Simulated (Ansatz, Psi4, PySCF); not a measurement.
Pair of molecules: H2S (SMILES S) (first 3 atoms) with CH2O2 (SMILES O=CO); geometry from B3LYP-D3(BJ)/def2-TZVP, rigid monomers moved along the line of their centres of mass till S1···H8 is 2.15 Å.
(charge 0, multiplicity 1):
```xyz
8

S      0.17159     0.50637    -0.42564
H      0.09049    -0.71358     0.13820
H     -1.15546     0.57070    -0.62406
O     -0.18633    -1.33888     2.22520
C     -0.20137    -0.40631     2.98463
O     -0.08561     0.87878     2.64870
H     -0.31527    -0.50126     4.07264
H      0.01632     0.94956     1.67246
```

Interaction energies are E(AB) − E(A) − E(B) at the monomers' geometry in the complex; basis-set methods are counterpoise corrected.

Frozen-core correlation.

The values were computed with Ansatz (an electronic-structure program) with Gaussian orbitals; Psi4 for SAPT; PySCF for the dispersion terms. Each number belongs to the level named beside it.

Task: Estimate the interaction energy that CCSD/aug-cc-pV(D+d)Z returns for this input.

Result: -1.9 kcal/mol

Task: What is the computed interaction energy (SAPT0/jun-cc-pV(D+d)Z)?

Result: -3.5 kcal/mol

Task: Estimate the interaction energy that r2SCAN-D4/def2-TZVPPD returns for this input.

Result: -5.6 kcal/mol
